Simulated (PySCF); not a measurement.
Compound: HSe (charge -1).
Z-matrix (Å and degrees, PBE0-D3(BJ)/def2-SVP geometry), rows numbered from 1:
```
Se
H   1  1.4797
```

Theory: PBE0-D3(BJ)/def2-SVP geometry optimisation, gas phase (PySCF 2.14.0).

Masses are those of the commonest isotopes; rigid-rotor values at the optimised geometry. 

Question: What are the moment of inertia and the rotational constant?

Answer: I = 2.179 u·Å², B = 505379 MHz·u·Å²/I = 231901 MHz (7.7354 cm⁻¹, or 11.129 K as hB/k). For two atoms I = μr² with μ = 0.9953 u and r = 1.4797 Å.

Question: List the first levels of a rigid rotor in a Σ state.

Answer: E(J) = BJ(J+1): J = 1: 15.471, J = 2: 46.412, J = 3: 92.824, J = 4: 154.707, J = 5: 232.061, J = 6: 324.886 cm⁻¹.

Question: Estimate the classical rotational partition function at 298.15 K.

Answer: Point group C∞v, symmetry number σ = 1; q = kT/(σhB), k/h = 20836.6 MHz/K: 26.8 at 298.15 K.

Whether it is a minimum is left open (no frequencies). The geometry's basis has no diffuse functions, a weakness for an anion. No vibrational averaging or centrifugal distortion is included, and the geometry carries the error of its method.

Hardware: one thread of an Intel Xeon Platinum 8375C at 2.90 GHz, no GPU, on a shared host. Cost: 1.9 s, 0.26 GiB resident at most. These figures are those of the optimisation.
